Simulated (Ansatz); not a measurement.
FeGe10, 11 atoms. Hardware: 2 threads of AMD EPYC 7R13 on a shared host and a share (18 GiB) of an NVIDIA H100 80GB HBM3.

Correlated methods freeze 95 core orbitals; core or outer-core shells of Fe, Ge are correlated, in sets that lack core-valence functions. Single mean-field runs in def2-TZVP are fitted with def2-universal-jkfit.

**Question.** How many basis functions does each of these Ansatz runs have, and roughly what does it cost? PBE0-D4/def2-SVP, charge 0 singlet, energy, from earlier orbitals; PBE0-D4/def2-TZVP, charge 0 singlet, energy, from earlier orbitals; PBE-D4/def2-SVP, charge 0 singlet, energy, from earlier orbitals; PBE0-D4/def2-SVP, charge 0 singlet, energy with a search over starts; PBE-D4/def2-TZVP, charge 0 singlet, energy and forces, from earlier orbitals; r2SCAN-D4/def2-TZVP, charge 0 singlet, energy, from earlier orbitals; BHLYP-D4/def2-TZVP, charge 0 singlet, energy, from earlier orbitals; RPA@PBE/def2-TZVP, charge 0 singlet, energy, from earlier orbitals; PBE-D4/def2-SVP, charge 0 singlet, relaxation, 41 steps; MP2/def2-TZVP, charge 0 singlet, energy, from earlier orbitals.

**Answer.** Other jobs shared the machine, so times can vary by a factor of up to 3.

| run | functions | fitting or Cholesky vectors | wall time | peak host memory (GiB) |
| --- | --- | --- | --- | --- |
| PBE-D4/def2-SVP, charge 0 singlet, energy, from earlier orbitals | 351 | 3890 | 7 s | 1 |
| PBE-D4/def2-TZVP, charge 0 singlet, energy and forces, from earlier orbitals | 525 | 2924 | 9 s | 1.1 |
| r2SCAN-D4/def2-TZVP, charge 0 singlet, energy, from earlier orbitals | 525 | 2924 | 9 s | 1 |
| PBE0-D4/def2-SVP, charge 0 singlet, energy, from earlier orbitals | 351 | 3495 | 11 s | 1 |
| PBE0-D4/def2-TZVP, charge 0 singlet, energy, from earlier orbitals | 525 | 2924 | 14 s | 1 |
| PBE0-D4/def2-SVP, charge 0 singlet, energy with a search over starts | 351 | 3495 | 15 s | 1 |
| BHLYP-D4/def2-TZVP, charge 0 singlet, energy, from earlier orbitals | 525 | 2924 | 21 s | 1 |
| RPA@PBE/def2-TZVP, charge 0 singlet, energy, from earlier orbitals | 525 | 3688 | 64 s | 3.8 |
| MP2/def2-TZVP, charge 0 singlet, energy, from earlier orbitals | 525 | 3688 | 79 s | 1.2 |
| PBE-D4/def2-SVP, charge 0 singlet, relaxation, 41 steps | 351 | 3890 | 2.4 min | 1.1 |
